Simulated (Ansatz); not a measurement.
`B[SiH2]O` + `C=N` → `B[SiH2]N=C` + H₂O at 400 K and 1 bar (ligand exchange at the Si–O bond).

Isolated molecules relaxed with PBE0-D4/def2-TZVP in Ansatz; ΔE leaves out vibrations. CCSD(T)/CBS is the MP2 limit (def2-TZVPP, def2-QZVPP) plus CCSD(T) − MP2 in def2-TZVPP, frozen cores. This one scheme is used for every species. Each species was taken in one conformer, which may not be the lowest.

| species | CCSD(T)/CBS energy (Eh) | H − E (kJ/mol) | S (J/(mol·K)) |
| --- | --- | --- | --- |
| `B[SiH2]O` | -392.05150 | 158.9 | 327.5 |
| `C=N` | -94.52360 | 119.4 | 238.9 |
| `B[SiH2]N=C` | -410.17839 | 206.8 | 358.2 |
| H₂O | -76.37941 | 69.8 | 198.6 |

H − E and S are ideal-gas, rigid-rotor, harmonic terms from PBE0-D4/def2-TZVP, for one conformer and one mirror image of each species. 1 Eh = 2625.50 kJ/mol, R = 8.31446 J/(mol·K).

Q: By hand: ΔE, ΔH, ΔS and ΔG.

A: ΔE = (-410.17839) + (-76.37941) − (-392.05150) − (-94.52360) = 0.01730 Eh = 45.4 kJ/mol. Δ(H − E) = 206.8 + 69.8 − 158.9 − 119.4 = -1.7, so ΔH = 43.7 kJ/mol. ΔS = 358.2 + 198.6 − 327.5 − 238.9 = -9.6 J/(mol·K). ΔG = 43.7 − 400 × (-9.6)/1000 = 47.5 kJ/mol.

Q: By hand: the equilibrium constant, and the temperature at which ΔG would vanish if ΔH and ΔS stayed fixed.

A: log₁₀ K = −ΔG/(RT ln 10) = -6.2. ΔH and −TΔS have one sign here, so there is no such temperature.

The number of gas molecules stays the same, so ΔS is small and ΔH decides. A doubt of 5 kJ/mol in ΔE shifts log₁₀ K by 0.7 here. Other conformers and mirror images would add mixing entropy, several J/(mol·K) or more a flexible species. These are equilibria of isolated gas molecules and say nothing of rates. Largest T1 diagnostic: 0.013 (customary marks: 0.02 for closed shells, 0.045 for open ones).

ΔS is within the doubt of such terms, so its sign, and with it that verdict, could turn.
